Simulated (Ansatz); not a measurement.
C₂H₆FNOSi (`C=C[Si](N)(O)F`). The species carries charge 0 and has multiplicity 1. Geometry: relaxed with PBE0-D4/def2-TZVP. It is one conformer, not always the lowest.

```xyz
12

C    -1.383   -0.078   -1.338
C    -1.256   -0.216   -0.020
Si    0.347   -0.012    0.874
N     1.412    0.903   -0.084
O     1.077   -1.413    1.301
F     0.009    0.650    2.286
H    -2.334   -0.212   -1.847
H    -0.533    0.176   -1.966
H    -2.143   -0.476    0.557
H     2.394    0.921    0.139
H     1.114    1.774   -0.493
H     1.297   -2.017    0.591
```

What is the dipole moment at r2SCAN/def2-TZVPP? (Estimate.)

Computed: 2.89 D, with components (0.58, 0.10, -2.83) D in this frame, pointing from negative to positive charge.

And with PBE, B3LYP, ωB97M-V? (Best estimate.)

The calculation gave: PBE 2.82 D, B3LYP 2.93 D, ωB97M-V 2.94 D.

Give the Mulliken charges with r2SCAN, PBE, B3LYP in def2-TZVPP. (Estimate.)

Computed: 
```
atom  r2SCAN    PBE  B3LYP
  C1   -0.14  -0.18  -0.20
  C2   -0.25  -0.22  -0.25
 Si3    0.82   0.64   0.79
  N4   -0.45  -0.39  -0.40
  O5   -0.41  -0.35  -0.39
  F6   -0.32  -0.28  -0.33
  H7    0.08   0.10   0.11
  H8    0.08   0.09   0.10
  H9    0.08   0.09   0.10
 H10    0.16   0.15   0.14
 H11    0.16   0.15   0.14
 H12    0.20   0.19   0.18
```

B3LYP here is the variant with VWN-RPA as its local correlation; programs differ in this.
